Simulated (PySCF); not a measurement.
H7Si3, charge +1, multiplicity 1. Atoms are numbered in the order given.

```xyz
10

Si     1.7995     0.5718    -0.1463
Si     0.0250    -0.8594    -0.5603
Si    -1.7393     0.2493     0.6570
H      2.6382     0.4994     1.0779
H      2.0621     1.8025    -0.9359
H     -0.1826    -0.8516    -2.0306
H      0.4078    -2.1687     0.0267
H     -2.8810    -0.6837     0.4752
H     -1.9427     1.5708     0.0139
H     -1.2934     0.3673     2.0674
```
Charge +1, spin multiplicity 1.

Coordinates come from a B3LYP-D3(BJ)/def2-SVP optimisation. The spin state was assumed, not searched. The isomer is the one that the SMILES or the coordinates give; other isomers of the formula were not compared.

All values below come from PBE0/pcSseg-1 run with PySCF.

GIAO shieldings, no solvent; atoms alike by connectivity are averaged. δ = σ(ref) − σ: ²⁹Si against TMS (σ = 352.7 ppm); ¹H against TMS (σ = 31.56 ppm), references at their B3LYP-D3(BJ)/def2-TZVP geometries, non-relativistic.

| nucleus | atoms | count | δ (ppm) |
|---|---|---|---|
| ²⁹Si | Si1 | 1 | 507.5 |
| ²⁹Si | Si2 | 1 | -48.3 |
| ²⁹Si | Si3 | 1 | -104.6 |
| ¹H | H4, H5 | 2 | 9.99 |
| ¹H | H6, H7 | 2 | 5.31 |
| ¹H | H8, H9, H10 | 3 | 4.60 |
